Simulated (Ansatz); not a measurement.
Two isomers of CH2BFO: A = `FC1BO1`, B = `FB1CO1`.

Program: Ansatz. Geometries: PBE0-D4/def2-TZVP. ΔE: electronic, gas phase. CCSD(T)/CBS is the MP2 limit (def2-TZVPP, def2-QZVPP) plus CCSD(T) − MP2 in def2-TZVPP, frozen cores. DFT in def2-TZVPP.

Problem. Which is lower in electronic energy at CCSD(T)/CBS, and by how much? (Best estimate.)

Solution. Ansatz gave: B, by 182.4 kJ/mol.

Problem. Give E(B) − E(A) in kJ/mol with CCSD/def2-TZVPP, PBE0-D4, MP2/def2-TZVPP, ωB97M-V, PBE-D4, r2SCAN-D4, BLYP-D4. (Best estimate.)

Solution. Ansatz gave: CCSD/def2-TZVPP -183.9, PBE0-D4 -176.4, MP2/def2-TZVPP -188.4, ωB97M-V -177.3, PBE-D4 -172.0, r2SCAN-D4 -179.2, BLYP-D4 -176.2. None reverses the order clearly.

Problem. Does the order hold for the free energy at 298.15 K (harmonic terms from PBE0-D4)? (Estimate.)

Solution. Computed: Yes: G(B) − G(A) = -178.1 kJ/mol.

Largest T1 diagnostic: 0.016.

From BLYP to BHLYP (50 % exact exchange), in def2-TZVPP and without D4, E(B) − E(A) moves by −7.4 kJ/mol. Leaving LDA and LC-ωPBE aside and taking each functional with its dispersion term where it has one, the values, not all of them listed here, spread over 15.3 kJ/mol, from B97M-V to revPBE-D4.
